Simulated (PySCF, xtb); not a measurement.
HfCl3, SMILES [Cl][Hf+]([Cl])[Cl], charge +1, multiplicity 1.

Harmonic wavenumbers (cm⁻¹) from xtb with GFN2-xTB at its own minimum, in rising order: 75, 80, 80, 296, 350, 350.

Task: What does B3LYP-D3(BJ)/def2-SVP (PySCF) give at its own minimum? (The exact figures need the calculation; the answer reports its results.)

Result: 89, 111, 111, 423, 431, 431. Paired by order, the mean absolute difference is 61 cm⁻¹ and the zero-point energies are 1.8 and 2.3 kcal/mol.
